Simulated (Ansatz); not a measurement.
System: C₄H₉N₂O (charge 0, doublet). It need not be the lowest isomer of its formula. 
Coordinates optimised at B3LYP-D3(BJ)/def2-TZVP (Ansatz, a program for electronic structure):
```
C
O 1 1.2273
N 1 1.3681 2 123.14
N 1 1.3996 2 123.24 3 177.65
C 4 1.4300 1 114.24 2 20.37
H 5 1.0911 4 108.96 1 154.51
H 5 1.0928 6 111.89 4 127.03
H 5 1.0999 6 106.66 7 116.41
C 3 1.4478 1 118.98 2 -3.22
H 9 1.0855 3 109.12 1 -10.27
H 9 1.0928 10 110.03 3 120.60
H 9 1.0951 10 108.86 11 118.47
C 3 1.4500 1 124.58 2 175.02
H 13 1.0838 3 109.80 1 -5.28
H 13 1.0938 14 109.54 3 120.53
H 13 1.0945 14 109.16 15 118.15
```
Charge 0, spin multiplicity 2.

Parts of the frozen-core correlation energy in STO-3G (Ansatz, hartree). Frozen orbitals: 7; correlated occupied orbitals by spin: 21 and 20; virtual: 16 and 17. UHF or UKS for open shells. No spin-orbit coupling. No relativistic terms.

```
term                            value
-------------------------  ----------
reference (HF)             -336.15109
MP2 opposite-spin            -0.26186
MP2 same-spin                       …
CCSD correlation                    …
(T)                                 …
T1 diagnostic                   0.031
largest doubles amplitude       0.082
<S^2> of the reference          1.027
```

Problem. Fill in the missing entries.

Solution. 
- MP2 same-spin, value: -0.04891
- CCSD correlation, value: -0.41555
- (T), value: -0.00761
